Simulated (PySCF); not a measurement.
CClF2NOSi, SMILES N(=C=O)[Si](F)(Cl)F.

Geometry: B3LYP-D3(BJ)/def2-SVP. The structure was generated by enumeration, and PubChem lists no compound with its InChIKey, so it may never have been made. The values are those of a single conformer.

All values below come from PBE/def2-TZVP run with PySCF.

Task: Estimate the frontier levels, gap, dipole moment and polarisability. (The exact figures need the calculation; the answer reports its results.)

Result: 
```json
{
 "highest_occupied_level": "-8.18 eV",
 "lowest_empty_level": "-1.24 eV",
 "orbital_gap": "6.94 eV",
 "dipole_moment": "0.113 e·Å",
 "quadrupole, principal values (traceless, Buckingham form, about the centre of nuclear charge)": "-5.35, 1.24, 4.11 D·Å",
 "mean_static_polarisability": "53.7 bohr³ (7.96 Å³)",
 "polarisability_principal_values": "38.3, 47.0, 75.8 bohr³"
}
```
